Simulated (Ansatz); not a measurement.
## A cut through the energy surface

AlBrCl (SMILES [Cl][Al][Br]), doublet, at its PBE0-D4/def2-TZVP minimum:

Cl1  (0.440, 1.761, 0.424)
Al2  (-0.648, 0.131, -0.338)
Br3  (0.197, -1.957, -0.099)
(Å)

The bond length Al2–Br3 (2.266 Å at the minimum) is set to the values below, the two halves moving rigidly along the bond. Each method's energies count from its own value at the PBE0-D4 minimum structure. Computed with Ansatz 0.2.0 (basis: def2-TZVPP); correlated methods freeze the cores; orbitals are unrestricted. Filled d shells of the heavier atoms are correlated. The def2 sets are not built for correlating such inner shells, so the correlated values are less sure here. B3LYP uses VWN-RPA correlation.

```csv
bond length (Å),CCSD(T) (kcal/mol),r2SCAN-D4 (kcal/mol),MP2 (kcal/mol),PBE-D4 (kcal/mol)
2.039,10.74,10.30,10.19,11.34
2.085,6.40,6.12,5.96,6.97
2.151,2.37,2.26,2.08,2.82
2.229,0.23,0.22,0.14,0.40
2.315,0.31,0.30,0.43,0.04
2.408,2.39,2.30,2.77,1.55
2.507,6.13,5.86,6.78,4.58
2.610,11.01,10.52,12.00,8.68
2.719,16.76,16.00,18.17,13.53
```

Minimum and curvature along this coordinate at CCSD(T): A fifth-order fit through the nearest points gives 2.268 Å, with a curvature of about 13 eV/Å².

**Question.** Treat the two halves as rigid bodies and work out the harmonic wavenumber of this stretch from that curvature (ν̃ = 521.5 √(k/μ) cm⁻¹ with k in eV/Å² and μ in u).

**Answer.** The halves weigh 62.44 and 79.90 u, so μ = 62.44 × 79.90/142.34 = 35.050 u and ν̃ = 521.5 √(13/35.050) ≈ 320 cm⁻¹. A true normal mode mixes in other motions, so this is a guide only.

Largest difference from the CCSD(T) curve over the scan: PBE0-D4 0.69; B3LYP-D4 2.94; wB97M-V 1.10; HF 0.45 kcal/mol. Each curve counts from its own value at the minimum.

The T1 diagnostic stays at or below 0.013. ⟨S²⟩ of the unrestricted Hartree–Fock references: 0.75 to 0.77 (a pure state has 0.75).

For scale, one of the runs: CCSD(T)/def2-TZVPP, 132 basis functions (an equivalent command: `ansatz run in.yaml --threads 4`). Time: 10 s of wall clock on 4 CPU threads; the host was shared. Peak host memory: 0.96 GiB.
